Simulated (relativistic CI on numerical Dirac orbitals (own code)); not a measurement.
Transition arrays of La15+

Method of calculation: Dirac-Coulomb-Breit CI, separate exchange-only KLI orbitals for each configuration, model QED, valence Slater integrals scaled by 0.9, whole transition arrays (own radial code, finite nucleus).

Configuration list (outside the closed core [Ar] 3d10 4s2): 4p6.4d6, 4p6.4d5.4f, 4p5.4d7, 4p6.4d5.5p, 4p6.4d5.5f. Levels of other configurations are missing.

All E1 lines from the levels of 4p6.4d6; mean and standard deviation are weighted by gf, and upper levels are sorted by their leading configuration.

```tsv
Upper configuration	Lines	Σgf	Mean (eV)	Mean (nm)	σ (eV)	Strongest line (nm)
4p6.4d5.4f	6204	1652.8	136.44	9.087	3.55	9.035
4p5.4d7	984	81.2	133.14	9.312	14.13	8.950
4p6.4d5.5p	3245	149.3	147.90	8.383	5.73	9.040
4p6.4d5.5f	5470	47.6	231.61	5.353	3.02	5.370
```

Σgf per state of the lower configuration in bins of 0.1 nm over the central range (centre: value): 5.35: 0.12, 5.45: 0.06, 8.05: 0.05, 8.15: 0.14, 8.25: 0.20, 8.35: 0.10, 8.45: 0.05, 8.55: 0.07, 8.65: 0.11, 8.75: 0.14, 8.85: 0.35, 8.95: 1.16, 9.05: 3.64, 9.15: 2.03, 9.25: 0.51, 9.35: 0.13.

Question: How do configuration mixing and the scaling of the Slater integrals move the arrays?

Answer: Slater scale 0.9, no configuration mixing: 4p6.4d5.4f 130.7 ± 5.6 eV (Σgf 1150.4), 4p5.4d7 117.6 ± 10.3 eV (Σgf 433.9), 4p6.4d5.5p 150.9 ± 2.9 eV (Σgf 160.7), 4p6.4d5.5f 231.2 ± 3.1 eV (Σgf 81.6); Slater scale 1: 4p6.4d5.4f 139.0 ± 3.7 eV (Σgf 1659.3), 4p5.4d7 135.2 ± 15.9 eV (Σgf 60.0), 4p6.4d5.5p 146.0 ± 5.5 eV (Σgf 198.1), 4p6.4d5.5f 231.7 ± 3.3 eV (Σgf 46.1); Slater scale 0.8: 4p6.4d5.4f 133.9 ± 3.4 eV (Σgf 1629.1), 4p5.4d7 129.9 ± 13.9 eV (Σgf 83.0), 4p6.4d5.5p 149.4 ± 4.6 eV (Σgf 137.2), 4p6.4d5.5f 231.5 ± 2.8 eV (Σgf 49.0). With mixing, levels are counted to their leading configuration, so an array can shrink or vanish into another, and the sums then hold other lines.
